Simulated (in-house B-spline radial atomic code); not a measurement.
A run on neutral boron (an excited or competing configuration) that did not converge. Method: non-relativistic wB97X, spin-polarised, spherical fractional occupations, point nucleus; computed with an all-electron radial atomic-structure program (B-spline basis).

Command:
```bash
python run_scf.py task.json out
```
Settings:
```
Z                5
configuration    [He] 2s2 3p1
hamiltonian      nr
method           wb97x
spin_polarised   True
```

First and last ten iterations of the last attempt (damped for 15 steps, keeping 80 % of the old Fock matrix, then DIIS):
```
 iter        energy (Eh)    residual
    1         -23.911767    9.82e-02
    2         -24.377941    2.41e-02
    3         -24.383449    1.95e-02
    4         -24.387261    1.56e-02
    5         -24.389999    1.25e-02
    6         -24.391867    1.00e-02
    7         -24.393324    7.98e-03
    8         -24.394177    6.47e-03
    9         -24.394783    5.46e-03
   10         -24.395234    4.62e-03
  111         -24.396614    3.91e-05
  112         -24.396614    1.69e-05
  113         -24.396614    1.23e-05
  114         -24.396614    2.60e-05
  115         -24.396614    6.80e-05
  116         -24.396614    1.18e-06
  117         -24.396614    5.37e-07
  118         -24.396614    3.73e-07
  119         -24.396614    3.33e-07
  120         -24.396614    2.94e-07
 not converged after 120 iterations
```

The smallest residual met was 2.9e-07; the threshold is about 1e-07. Over the last five steps the energy moves by less than 1e-08 hartree, but the orbitals didn't meet the threshold. Run time, properties included: 3.5 s on 1 thread of Arm Neoverse N1, on a shared host.
